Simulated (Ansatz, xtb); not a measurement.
Molecule: MoH, net charge 0, quartet state. The spin state was set by rule; other spins were not relaxed. 
Geometry from a B3LYP-D3(BJ)/def2-TZVP (Ansatz, a quantum-chemistry and plane-wave program) optimisation:
```xyz
2

Mo     0.0000     0.0000    -0.0396
H      0.0000     0.0000     1.6640
```
Charge 0, spin multiplicity 4.

Harmonic wavenumbers from GFN2-xTB (xtb, at its own minimum), cm⁻¹: 1968.

**Question.** Give the harmonic wavenumbers at B3LYP-D3(BJ)/def2-TZVP (Ansatz, finite differences of forces, unscaled).

**Answer.** 1815 cm⁻¹. Zero-point energy 2.6 kcal/mol.

**Question.** From these and the geometry, give the ideal-gas thermochemistry at 298.15 K and 1 atm (rigid rotor, harmonic oscillator).

**Answer.** Point group C∞v, rotational symmetry number 1. Rotational constants 174.6, 174.6 GHz. S(trans) 39.63, S(rot) 9.09, S(vib) 0.00, S(elec, spin only) 2.75, S 51.5 cal/(mol K). H(298) - H(0) 2.07 kcal/mol; G - E(el) -10.7 kcal/mol.
